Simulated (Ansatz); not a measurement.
Geometry optimisation, UKS PBE0-D4/def2-SVP (Ansatz).

The input (input.yaml):

```yaml
crystal:
  periodic: [false, false, false]
  atoms:
    - { symbol: Si, position_ang: [-0.01674, 0.016161, -0.158304] }
    - { symbol: H, position_ang: [-0.083322, 0.085241, 1.307818] }
    - { symbol: Cl, position_ang: [1.961977, -0.002809, -0.74101] }
    - { symbol: H, position_ang: [-0.681557, 1.157832, -0.830449] }
    - { symbol: Cl, position_ang: [-0.931124, -1.721591, -0.783818] }
    - { symbol: "N", position_ang: [-0.282055, 0.203429, 3.556261] }
    - { symbol: H, position_ang: [-0.306892, -0.786967, 3.854781] }
    - { symbol: H, position_ang: [0.657414, 0.502003, 3.869921] }
magnetization:
  spin_polarized: true
  initial_magnetization: 1
basis:
  gaussian: { orbitals: def2-SVP }
hamiltonian:
  xc: pbe0
  dispersion: d4
relax:
  f_tol: 0.03
  max_steps: 50
output:
  orbitals: {}
```

Command:

```bash
$ ansatz run input.yaml --threads 4 --pin off --max-ram 5120MiB --backend cpu --events-out ev --progress --plain --runs-dir out
```

Q: Where does it end, and by what steps?

A: It converged. The force dipped under the threshold on the way, but the program's further checks kept it going. After 48 steps the energy has fallen by 0.158 eV; H2 moved furthest, 1.54 Å.

| step | energy less start (eV) | largest force component (eV/Å) | accepted |
| --- | --- | --- | --- |
| 0 | 0.0000 | 0.341 | yes |
| 2 | 0.0003 | 0.431 | no |
| 4 | -0.0053 | 0.106 | yes |
| 6 | -0.0094 | 0.048 | yes |
| 8 | -0.0101 | 0.063 | yes |
| 10 | -0.0109 | 0.211 | yes |
| 12 | -0.0125 | 0.291 | yes |
| 14 | -0.0147 | 0.148 | yes |
| 16 | -0.0216 | 0.213 | yes |
| 18 | -0.0285 | 0.096 | yes |
| 20 | -0.0411 | 0.356 | yes |
| 22 | -0.0488 | 0.111 | yes |
| 24 | -0.0555 | 0.419 | yes |
| 26 | -0.0618 | 0.297 | yes |
| 28 | -0.0859 | 0.488 | yes |
| 30 | -0.1009 | 0.354 | yes |
| 32 | -0.1336 | 0.232 | yes |
| 34 | -0.1386 | 0.697 | no |
| 36 | -0.1526 | 0.254 | yes |
| 38 | -0.1555 | 0.021 | yes |
| 40 | -0.1560 | 0.078 | yes |
| 42 | -0.1566 | 0.098 | yes |
| 44 | -0.1575 | 0.078 | yes |
| 46 | -0.1577 | 0.077 | yes |
| 48 | -0.1579 | 0.002 | yes |

```xyz
8
Properties=species:S:1:pos:R:3
Si -0.239 0.246 0.067
H -1.016 1.228 0.851
Cl 1.775 0.313 0.538
H -0.307 0.548 -1.387
Cl -0.971 -1.669 0.273
N 0.081 -0.240 2.964
H 0.243 -1.231 3.201
H 0.752 0.259 3.568
```

Whether the end is a true minimum wasn't checked by a vibrational analysis.

Run time: 84 s on 4 threads of Arm Neoverse V2, with other jobs on the host, peak memory 0.25 GiB.
